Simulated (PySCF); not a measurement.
Values are calculated unless marked as measured or tabulated.
**CH8NSi2**

CH8NSi2 is a small molecule (built as: end group CH2), neutral, doublet. The structure, one conformer, was relaxed in the gas phase by PBE0-D3(BJ)/def2-SVP. No frequency run checks that it is a minimum.

SMILES: [CH2]N([SiH3])[SiH3]

```tsv
atom	x (Å)	y (Å)	z (Å)
Si1	1.656	-0.170	0.040
N2	-0.102	-0.189	-0.022
Si3	-1.132	1.217	0.220
C4	-0.725	-1.405	-0.285
H5	2.147	-1.099	1.105
H6	2.228	-0.628	-1.263
H7	2.090	1.224	0.333
H8	-2.053	0.992	1.376
H9	-0.253	2.391	0.480
H10	-1.972	1.461	-0.993
H11	-1.814	-1.462	-0.325
H12	-0.126	-2.307	-0.421
```

EPR values by unrestricted B3LYP, IGLO-III on C N Si, pcH-1 on H.

(1) Predict g and the largest hyperfine couplings. Where does the spin sit?

(2) How do the isotropic couplings move with BHandHLYP?

Results:

(1) g = 2.0022, 2.0029, 2.0034. The spin sits on C4 (95 %, bonded to 1 N + 2 H) by Mulliken populations.
| atom | isotope | isotropic (MHz) | dipolar, principal values (MHz) |
| --- | --- | --- | --- |
| C4 | 13C | 70.8 | -69.1, -68.0, 137.2 |
| H11 | 1H | -58.9 | -33.7, 1.0, 32.7 |
| H12 | 1H | -58.9 | -33.7, 1.0, 32.7 |
| N2 | 14N | 1.1 | -8.1, -7.4, 15.4 |
| H6 | 1H | 9.6 | -2.3, -1.8, 4.1 |
| H10 | 1H | 9.6 | -2.2, -1.8, 4.1 |

(2) C4 70.8 to 102.8 MHz, H11 -58.9 to -74.1 MHz, H12 -58.9 to -74.1 MHz, N2 1.1 to 3.0 MHz.
